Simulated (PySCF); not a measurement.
Gas-phase reaction: SnHF₃ + 2 NH₃ = SnH₃F + N₂H₂ + 2 HF

Energies from PySCF, thermal terms from the rigid-rotor harmonic-oscillator model, ideal gas at 1 bar. † marks an energy on the PBE0/def2-TZVP geometry and frequencies. MP2 and CCSD(T) freeze the core. All species are closed-shell singlets. B3LYP is the form with VWN-RPA correlation. Sn: scalar-relativistic def2 core potential, no spin-orbit coupling. SnHF₃, SnH₃F: computed as isolated molecules; such fragments, hydroxides, amides, oligomers or adducts are transient or little studied in the gas. MP2 isn't extrapolated to the basis-set limit; its ΔH°(298 K) is 366.5 kJ in def2-SVP and 384.0 kJ in def2-TZVPP. CCSD(T) isn't extrapolated to the basis-set limit; its ΔH°(298 K) is 332.4 kJ in def2-SVP and 359.5 kJ in def2-TZVPP. The harmonic model lacks anharmonicity and excited electronic states, which grow with temperature; levels with a mode under 35 cm⁻¹ are left out.

ΔH° and ΔS° at 298 K: B3LYP/def2-TZVP† 376 kJ, 133 J/K; CCSD(T)/def2-TZVPP† 360 kJ, 133 J/K; MP2/def2-TZVPP† 384 kJ, 133 J/K; PBE0/def2-SVP† 354 kJ, 133 J/K; LDA/def2-TZVP† 398 kJ, 133 J/K.

Task: With the heat capacities included, give log10 K (1 bar) at 600, 800, 1000, 1800, 2000 K from B3LYP/def2-TZVP†, CCSD(T)/def2-TZVPP†, MP2/def2-TZVPP†, PBE0/def2-SVP†, LDA/def2-TZVP†.

Result: 
| T (K) | B3LYP/def2-TZVP† | CCSD(T)/def2-TZVPP† | MP2/def2-TZVPP† | PBE0/def2-SVP† | LDA/def2-TZVP† |
|---|---|---|---|---|---|
| 600 | -25.8 | -24.3 | -26.5 | -23.9 | -27.7 |
| 800 | -17.6 | -16.5 | -18.1 | -16.1 | -19.0 |
| 1000 | -12.7 | -11.8 | -13.1 | -11.5 | -13.8 |
| 1800 | -3.9 | -3.4 | -4.1 | -3.2 | -4.5 |
| 2000 | -2.8 | -2.4 | -3.0 | -2.2 | -3.3 |
